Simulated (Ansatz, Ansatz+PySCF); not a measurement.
| atom | x (Å) | y (Å) | z (Å) |
| --- | --- | --- | --- |
| O | -0.2535 | 0.0471 | -1.1205 |
| C | 0.9593 | -0.1992 | -0.5873 |
| C | 0.8940 | -0.1800 | 0.7736 |
| C | -0.4715 | 0.1014 | 1.0943 |
| C | -1.1148 | 0.2281 | -0.1002 |
| H | 1.7689 | -0.3683 | -1.2927 |
| H | 1.7175 | -0.3458 | 1.4649 |
| H | -0.9149 | 0.1966 | 2.0832 |
| H | -2.1458 | 0.4383 | -0.3733 |

Basis set: def2-SVP (spherical functions). Left uncorrelated: 5 orbitals. Charge 0, multiplicity 3.

Computed with Ansatz (development build ahead of 0.2.0); each method stands on the lowest determinant of its kind that the runs found.

Give the atomization energy at this shape (free ground-state atoms in the same class of orbitals less the molecule, no zero-point energy) of triplet C4H4O by UHF-MP2, UHF.

```csv
method,atomization energy
UHF-MP2,860.17 kcal/mol
UHF,650.29 kcal/mol
```

Caution: another spin multiplicity may lie lower; the determinant breaks the point group; the unrestricted determinant is spin contaminated.
